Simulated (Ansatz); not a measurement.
Species: Se2I (charge 0, doublet). It need not be the lowest isomer of its formula. SMILES: [Se](I)[Se]
Geometry: optimised at B3LYP-D3(BJ)/def2-TZVP (Ansatz, a quantum-chemistry and plane-wave program).

Property: atomisation energy (electronic, to ground-state atoms), in eV. Cores are frozen in the correlated levels unless marked. UHF or UKS for open shells. Spin-orbit coupling is left out. Frozen are the shells of the preceding noble gas and the d and f shells that filled before the atom's block. Past Kr the def2 sets carry scalar-relativistic core potentials. STO-3G rows are all-electron and non-relativistic. The coupled-cluster limit lacks core correlation, which all-electron functionals hold. Basis-set limits of correlation are two-point, X^-3; Hartree-Fock from the larger set. [CCSD(T)-MP2]/basis is that difference in the basis named.

```csv
level,program,atomisation energy (eV)
SVWN5/def2-TZVPD,Ansatz,7.09
r2SCAN-D3(BJ)/def2-TZVPD,Ansatz + dftd3,5.41
BHLYP/def2-TZVPD,Ansatz,___
HSE06/def2-TZVPD,Ansatz,___
SCS-MP2/STO-3G,Ansatz,3.90
"RI-MP2/CBS(def2-TZVPP,def2-QZVPP)+[CCSD(T)-MP2]/def2-TZVPP",Ansatz,___
```

### Question
Complete the blanks.

### Answer

- BHLYP/def2-TZVPD, atomisation energy (eV): 4.23
- HSE06/def2-TZVPD, atomisation energy (eV): 5.16
- RI-MP2/CBS(def2-TZVPP,def2-QZVPP)+[CCSD(T)-MP2]/def2-TZVPP, atomisation energy (eV): 4.90
